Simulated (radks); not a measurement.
The numbers below are computed, except where a source is named.
Task: The technetium ion Tc3+, 40 electrons, occupied as [Kr] 4d4. Code: a radial shooting solver on a logarithmic mesh with Libxc functionals. Model: Dirac Kohn-Sham, BLYP, spin-unpolarised, spherical densities, point nucleus; open shells are shared between the two j in proportion to 2j + 1. Some entries of the table are withheld. Estimate them.

| orbital | occ. | eigenvalue (hartree) | <r> (bohr) | <r^2> (bohr^2) |
|---|---|---|---|---|
| 1s1/2 | 2 | (1) | 0.03428 | 0.001586 |
| 2s1/2 | 2 | -110.4978 | 0.1492 | 0.02632 |
| 2p1/2 | 2 | -101.9926 | 0.1271 | 0.01983 |
| 2p3/2 | 4 | -97.64422 | 0.1318 | 0.02118 |
| 3s1/2 | 2 | -20.17248 | 0.4153 | 0.1976 |
| 3p1/2 | 2 | -16.90479 | (2) | 0.1949 |
| 3p3/2 | 4 | -16.17751 | (3) | 0.2049 |
| 3d3/2 | 4 | -10.39412 | (4) | 0.1892 |
| 3d5/2 | 6 | -10.25427 | (5) | 0.1924 |
| 4s1/2 | 2 | -3.80328 | 1.051 | 1.249 |
| 4p1/2 | 2 | -2.83962 | 1.138 | (6) |
| 4p3/2 | 4 | -2.72794 | 1.166 | (7) |
| 4d3/2 | 1.6 | -1.29523 | 1.518 | 2.715 |
| 4d5/2 | 2.4 | -1.28249 | 1.531 | 2.760 |

Result: 
(1) 1s1/2 eigenvalue (hartree): -767.8099
(2) 3p1/2 <r> (bohr): 0.4091
(3) 3p3/2 <r> (bohr): 0.4197
(4) 3d3/2 <r> (bohr): 0.3970
(5) 3d5/2 <r> (bohr): 0.4004
(6) 4p1/2 <r^2> (bohr^2): 1.479
(7) 4p3/2 <r^2> (bohr^2): 1.554
